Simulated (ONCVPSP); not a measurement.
# hafnium, ONCV: configuration errors across variants

ONCVPSP 4.0.1 input, shortened (lines: element, Z, core and valence counts, functional; n l f; lmax; l rc ep ncon nbas qcut; lloc lpopt rc5 dvloc0; l nproj debl; icmod fcfact rcfact), PBE, scalar-relativistic:

```
  Hf 72.00   10    4        4      upf
    1    0    2.00
    2    0    2.00
    2    1    6.00
    3    0    2.00
    3    1    6.00
    3    2   10.00
    4    0    2.00
    4    1    6.00
    4    2   10.00
    4    3   14.00
    5    0    2.00
    5    1    6.00
    5    2    2.00
    6    0    2.00
    2
    0    2.15    0.00    4    9    5.30
    1    1.45    0.00    4    7    6.80
    2    2.25    0.00    4    7    3.80
    4    5    1.05    1.00
    0    2    3.60
    1    2    0.50
    2    2    3.60
    3    3.25    1.10
```

In the p channel the program set the typed energies aside and used -1.307, 0.250 Ha.

All-electron excitation energies from the reference (eV): (1) 5s2 5p6 5d2 6s1 7.977; (2) 5s2 5p6 5d2 6s0 22.157; (3) 5s2 5p6 5d1 6s2 6p1 1.962.

2 further variants failed, have other tests or another functional or relativity, and are left out.

A true bound ghost makes a file unfit for plane-wave use even where its test errors are small: the radial tests pick states by their node count and pass the ghost by.

Errors AE − PS in meV (a dash: test not solved or not reliable):

| change | (1) | (2) | (3) | bound ghosts | GHOST(+) flags above zero |
| --- | --- | --- | --- | --- | --- |
| base | -0.2 | +10 | +7.5 | none | s, p, d |
| p: nproj 3 | -0.2 | +10 | +7.5 | none | s, p, d |
| s: rc 2.96 | -1.9 | +16 | +5.0 | s | p, d |
| s: nbas 8 | -0.2 | +10 | +7.5 | none | s, p, d |
| local potential polynomial inside 1.40 bohr (lpopt 1, dvloc0 0 Ha) | -0.7 | +9.9 | +7.0 | none | none |
| s: qcut 3.8; p: qcut 4.9; d: qcut 2.8 | +0.2 | +8.8 | +13 | none | s, d |

(1) Give the same row for: core correction none.

Answers

(1) 0.0, +12, +7.5; bound ghosts: none; GHOST(+) flags above zero: s, p, d.
